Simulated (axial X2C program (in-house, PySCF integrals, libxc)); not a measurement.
**GeI⁻ at several levels of theory**

Calculated with an axial X2C code built on PySCF integrals. Spin-free means the one-electron spin-free X2C Hamiltonian; two-component (2c) means X2C with spin–orbit coupling and atomic mean-field two-electron Coulomb and Gaunt terms, so the difference of the two also holds small scalar two-electron terms. Basis: I dyall-acv3z [12s13p9d5f1g], Ge dyall-acv3z [10s10p8d5f1g] (cores contracted in-house); Gaussian nuclei, density fitting, unrestricted open shells. Masses: I 126.904 u, Ge 73.921 u.

Input:
```json
{"zs": [53, 32], "q": -1, "bas": ["dyall-acv3z", "dyall-acv3z"], "levels": ["PBE0", "HF", "BHandHLYP"], "cc": true, "r0": 2.54, "thr": -1.0, "nmax": 90, "npts": 10, "nst": 2, "ntry": 6}
```
```bash
python so2c.py task.json out
```

Keys: zs atomic numbers; q charge; bas basis sets; levels methods; cc coupled cluster on or off; r0 starting distance in Å; thr threshold in hartree for freezing inner shells (an s shell follows its p shell); nmax most natural virtual spinors; npts points on the curve; nst determinants followed; ntry starts of the search. HF also brings MP2.

State, spin-free: M_S = 1, Λ = 0 (beyond evenly filled blocks: π+α, π-α); electrons by block: σα: 18, σβ: 18, π+α: 10, π+β: 9, π-α: 10, π-β: 9, δ+α: 3, δ+β: 3, δ-α: 3, δ-β: 3. Fragments: I- + Ge.

State, 2c: Ω = 1 (⟨Sz⟩ = 1.00, ⟨Lz⟩ = 0.00 at PBE0); electrons by block: 1/2: 27, -1/2: 28, 3/2: 13, -3/2: 12, 5/2: 3, -5/2: 3. Fragments: I- + Ge.

```tsv
Hamiltonian	level	Re (Å)	ωe (cm⁻¹)	ωexe (cm⁻¹)	Be (cm⁻¹)	De (eV)	μ (D)
spin-free	PBE0	2.734	164.7	0.598	0.04827	1.55	-2.14
spin-free	HF	2.868	130.9	0.687	0.04389	0.905	-0.96
spin-free	MP2	2.760	161.6	0.607	0.04737	1.39	n/a
spin-free	CCSD	2.781	155.3	0.61	0.04668	1.35	n/a
spin-free	CCSD(T)	2.775	158.1	0.583	0.04687	1.39	n/a
spin-free	BHandHLYP	2.778	152.2	0.619	0.04677	1.26	-1.67
2c	PBE0	2.738	163.7	0.599	0.04815	n/a	-2.17
2c	HF	2.871	130.2	0.688	0.04378	n/a	-0.97
2c	MP2	2.763	161.0	0.604	0.04728	n/a	n/a
2c	CCSD	2.784	154.6	0.607	0.04657	n/a	n/a
2c	CCSD(T)	2.778	157.3	0.58	0.04677	n/a	n/a
2c	BHandHLYP	2.781	151.3	0.62	0.04665	n/a	-1.70
```

Correlated methods: 12 electrons correlated (number of frozen shells: I 4 s, 3 p, 2 d; Ge 3 s, 2 p, 1 d), 346 virtual spin orbitals or spinors in MP2, 90 natural virtuals in coupled cluster.

Dipoles are positive if Ge is the positive end and refer to the centre of mass.

One determinant describes the state; a PBE0 search over occupations chose it and may have missed a lower one. De is counted from the lowest determinant-based energies of the atoms at the same level, without counterpoise correction. De is not given where an atomic determinant may have missed its ground term or J level, or where the truncated virtual space spoils (T). Density functionals use the spin component along the axis (collinear). CCSD and (T) use frozen natural virtuals with an MP2 correction for the truncation; (T) itself is uncorrected, so its De runs slightly low. Other states lie close and PBE0, whose exact exchange favours high spin, may order them wrongly; the determinant shown need not be the ground state. The nearest other spin-free determinant of the search, M_S = 0, Λ = 2, lies 0.72 eV up at the distance of the search. The functionals have no current-density term, which raises determinants with orbital currents, atoms included. With several unpaired electrons one determinant need not be a pure state. Open-shell Ω = 0 determinants with evenly filled partner blocks cannot be reached by this program, so the Ω shown need not be the lowest component. This is the Ω = 1 component of a π² triplet; the 0⁺ component is not one determinant and can lie lowest. The highest occupied level of some functionals is positive through self-interaction error; at Hartree–Fock it is bound. With the outer-core shells frozen, correlated bond lengths of heavy atoms tend to come out a few hundredths of an ångström too long. Hartree–Fock gets electron affinities wrong, so its lowest charge split need not be the true one.

Rough cost a point (2c) on 1 thread(s) of a shared host, integrals apart: PBE0 1.3 s, HF 1.3 s, CCSD(T) 7 s, BHandHLYP 1.6 s.

The whole task took 3.7 min on 1 thread of Intel(R) Xeon(R) 6975P-C (Granite Rapids), on a shared host.
